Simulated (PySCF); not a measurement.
Isomers of C8H11FO, mass 142.079 u with the commonest isotopes. Method: PBE0/pcSseg-1 in PySCF (dipole) on a GFN2-xTB geometry, gas phase. One conformer each, none proved a minimum here; rigid rotors.

Problem. Order these by rotational constant B, largest first.
A. `[CH2:1]=[CH:2][C@@H:3]1[CH2:4][C@:5]1([CH2:6][CH3:7])[C:8](=[O:9])[F:10]` with C1–C2–C3–C4 -156°, C4–C5–C6–C7 -80°, C4–C5–C8–O9 166°
B. `[CH2:1]=[CH:2][CH:3]([CH:4]=[CH2:5])[C@H:6]([CH3:7])[C:8](=[O:9])[F:10]` with C1–C2–C3–C4 125°, C2–C3–C4–C5 -119°, C2–C3–C6–C7 70°, C3–C6–C8–O9 -80°
C. `[CH2:1]=[C:2]=[CH:3][C@H:4]([CH2:5][F:6])[C:7](=[O:8])[CH2:9][CH3:10]` with C2–C3–C4–C5 -133°, C3–C4–C5–F6 68°, C3–C4–C7–O8 98°, C4–C7–C9–C10 165°
D. `[CH2:1]=[CH:2][C@@:3]1([C:4](=[O:5])[F:6])[CH2:7][CH2:8][C@H:9]1[CH3:10]` with C1–C2–C3–C4 -95°, C2–C3–C4–O5 -100°, C2–C3–C7–C8 132°, C3–C7–C8–C9 -9°, C7–C8–C9–C10 -108°, C2–C3–C9–C8 -132°

Solution. D (1206 MHz), B (1103 MHz), A (1022 MHz), C (984.0 MHz).

Problem. Order these by rotational constant C, largest first.
A. `[CH2:1]=[C:2]=[CH:3][C@H:4]([CH2:5][F:6])[C:7](=[O:8])[CH2:9][CH3:10]` with C2–C3–C4–C5 -133°, C3–C4–C5–F6 68°, C3–C4–C7–O8 98°, C4–C7–C9–C10 165°
B. `[CH2:1]=[CH:2][CH:3]([CH:4]=[CH2:5])[C@H:6]([CH3:7])[C:8](=[O:9])[F:10]` with C1–C2–C3–C4 125°, C2–C3–C4–C5 -119°, C2–C3–C6–C7 70°, C3–C6–C8–O9 -80°
C. `[CH2:1]=[CH:2][C@@H:3]1[CH2:4][C@:5]1([CH2:6][CH3:7])[C:8](=[O:9])[F:10]` with C1–C2–C3–C4 -156°, C4–C5–C6–C7 -80°, C4–C5–C8–O9 166°
D. `[CH2:1]=[CH:2][C@@:3]1([C:4](=[O:5])[F:6])[CH2:7][CH2:8][C@H:9]1[CH3:10]` with C1–C2–C3–C4 -95°, C2–C3–C4–O5 -100°, C2–C3–C7–C8 132°, C3–C7–C8–C9 -9°, C7–C8–C9–C10 -108°, C2–C3–C9–C8 -132°

Solution. D (1022 MHz), B (863.8 MHz), C (830.3 MHz), A (624.9 MHz).

Problem. Order these by out-of-plane moment Σ m c² = (Ia + Ib − Ic)/2, smallest first.
A. `[CH2:1]=[CH:2][CH:3]([CH:4]=[CH2:5])[C@H:6]([CH3:7])[C:8](=[O:9])[F:10]` with C1–C2–C3–C4 125°, C2–C3–C4–C5 -119°, C2–C3–C6–C7 70°, C3–C6–C8–O9 -80°
B. `[CH2:1]=[C:2]=[CH:3][C@H:4]([CH2:5][F:6])[C:7](=[O:8])[CH2:9][CH3:10]` with C2–C3–C4–C5 -133°, C3–C4–C5–F6 68°, C3–C4–C7–O8 98°, C4–C7–C9–C10 165°
C. `[CH2:1]=[CH:2][C@@:3]1([C:4](=[O:5])[F:6])[CH2:7][CH2:8][C@H:9]1[CH3:10]` with C1–C2–C3–C4 -95°, C2–C3–C4–O5 -100°, C2–C3–C7–C8 132°, C3–C7–C8–C9 -9°, C7–C8–C9–C10 -108°, C2–C3–C9–C8 -132°
D. `[CH2:1]=[CH:2][C@@H:3]1[CH2:4][C@:5]1([CH2:6][CH3:7])[C:8](=[O:9])[F:10]` with C1–C2–C3–C4 -156°, C4–C5–C6–C7 -80°, C4–C5–C8–O9 166°

Solution. B (35.30 u·Å²), D (78.46 u·Å²), A (100.29 u·Å²), C (111.90 u·Å²).

| SMILES | point group | Ia (u·Å²) | Ib (u·Å²) | Ic (u·Å²) | κ | μa (D) | μb (D) | μc (D) |
| --- | --- | --- | --- | --- | --- | --- | --- | --- |
| C=C[C@@]1(C(=O)F)CC[C@H]1C | C1 | 299.44 | 418.94 | 494.58 | -0.45 | 2.50 | 1.72 | 0.96 |
| C=CC(C=C)[C@H](C)C(=O)F | C1 | 327.64 | 457.98 | 585.05 | -0.29 | 1.58 | 1.59 | 2.02 |
| C=C[C@@H]1C[C@]1(CC)C(=O)F | C1 | 271.24 | 494.37 | 608.68 | -0.63 | 0.60 | 3.18 | 0.88 |
| C=C=C[C@H](CF)C(=O)CC | C1 | 365.73 | 513.59 | 808.73 | -0.05 | 0.81 | 2.19 | 1.24 |
